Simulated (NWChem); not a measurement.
Species: TiH2Br2; SMILES [Br][TiH2][Br]

```xyz
5

Ti     0.0000     0.0000    -0.8902
Br     2.0166     0.0000     0.2356
Br    -2.0166     0.0000     0.2356
H      0.0000    -1.3432    -1.8798
H      0.0000     1.3432    -1.8798
```
Atoms are numbered in this order, from 1.

Level: PBE0/def2-SVP (NWChem), optimised geometry, unscaled harmonic frequencies. This build's default masses of Se (78.918 u) and Br (79.917 u) are each other's, which moves their modes by up to 0.6 %.

| frequency (cm⁻¹) | IR intensity (km/mol) |
|---|---|
| 66 | 1.0 |
| 212 | 14.7 |
| 307 | 9.3 |
| 343 | 26.4 |
| 470 | 0.0 |
| 506 | 108.9 |
| 556 | 133.8 |
| 1766 | 206.5 |
| 1790 | 161.7 |

```yaml
zero_point_energy: 8.6 kcal/mol
thermal correction to the enthalpy at 298.15 K (with zero-point energy): 12.7 kcal/mol
heat capacity Cv: 16.7 cal/(mol K)
entropy at 298.15 K and 1 atm (symmetry number 2): 79.8 cal/(mol K)
dipole_moment: 0.03 D
```

Rigid rotor and harmonic oscillator; modes under 100 cm⁻¹ make the entropy uncertain.
